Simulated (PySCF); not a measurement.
## Telling isomers of C9H10 apart by NMR

PySCF 2.14 calculation with structure optimised with GFN2-xTB and NMR shieldings at PBE0/pcSseg-1/GIAO; no solvent, a single conformation, rapidly exchanging positions averaged, no relativistic terms.

δ = σ(ref) − σ, references computed at the same level: 1H and 13C vs TMS. Where no couplings were computed, multiplicities follow the n + 1 count of equivalent neighbours, and m marks all less simple cases (inequivalent or close neighbours, rings, F or P nearby). Shifts are as computed. Against solution values, carbons near 30 ppm lie about +3 ppm off and those near 130 ppm about +5 ppm. Of 1211 compounds with measured shifts, 218 miss one by over three times the rms of a fit or turn the order of signals round; such compounds aren't used in these exercises.

(1) Tabulate the signals of `C=CCc1ccccc1`, `C=CC/C=C1/C=CC1=C`, `C#C/C(C)=C1/CCC1=C` and their relative energies.

(2) What is the quickest way to tell C=CCc1ccccc1 from C#C/C(C)=C1/CCC1=C?

(3) What is the quickest way to tell C=CCc1ccccc1 from C=CC/C=C1/C=CC1=C?

(4) What is the quickest way to tell C=CC/C=C1/C=CC1=C from C#C/C(C)=C1/CCC1=C?

Answers

(1) 
```json
{"SMILES": "C=CCc1ccccc1", "carbon types": "1×C 6×CH 2×CH2", "δC": "149.9, 146.5, 134.4, 134.3, 131.5, 118.6, 48.1", "δH": "7.61 (m, 2H), 7.50 (m, 2H), 7.48 (m, 1H), 6.12 (m, 1H), 5.44 (m, 1H), 5.11 (m, 1H), 3.38 (d, 2H)", "E rel. (kcal/mol)": "0.0"}
{"SMILES": "C=CC/C=C1/C=CC1=C", "carbon types": "2×C 4×CH 3×CH2", "δC": "156.5, 156.4, 153.0, 147.2, 146.7, 121.9, 121.3, 103.1, 39.8", "δH": "7.15 (m, 1H), 7.06 (m, 1H), 6.04 (m, 1H), 5.40 (m, 1H), 5.25 (m, 1H), 5.25 (t, 1H), 5.17 (m, 1H), 5.06 (m, 1H), 3.08 (m, 2H)", "E rel. (kcal/mol)": "65.8"}
{"SMILES": "C#C/C(C)=C1/CCC1=C", "carbon types": "4×C 1×CH 3×CH2 1×CH3", "δC": "155.1, 152.8, 116.5, 116.2, 95.0, 89.0, 28.2, 28.1, 22.1", "δH": "6.41 (br s, 1H), 5.35 (br s, 1H), 3.14 (s, 1H), 2.75 (m, 2H), 2.68 (m, 2H), 1.89 (s, 3H)", "E rel. (kcal/mol)": "68.4"}
```

Energies are electronic energies at PBE0/pcSseg-1 on these geometries, without zero-point or thermal terms, each for the one conformer computed, which needn't be the lowest.

(2) Count the carbon signals: 7 against 9. The first has an alkene CH at 149.9 ppm, the second an allylic methyl carbon (CH3) at 22.1 ppm. Their most deshielded carbons lie at 149.9 and 155.1 ppm. In the proton spectra the most deshielded non-exchanging signals are 7.61 (m, 2H) and 6.41 (br s, 1H).

(3) Count the carbon signals: 7 against 9. The first has an aromatic CH at 134.3 ppm, the second a terminal =CH2 carbon at 103.1 ppm. Their most deshielded carbons lie at 149.9 and 156.5 ppm. In the proton spectra the most deshielded non-exchanging signals are 7.61 (m, 2H) and 7.15 (m, 1H).

(4) Both give the same number of carbon signals, but DEPT or the intensities differ. The first has an alkene CH at 156.4 ppm, the second an allylic methyl carbon (CH3) at 22.1 ppm. Their most deshielded carbons lie at 156.5 and 155.1 ppm. In the proton spectra the most deshielded non-exchanging signals are 7.15 (m, 1H) and 6.41 (br s, 1H).
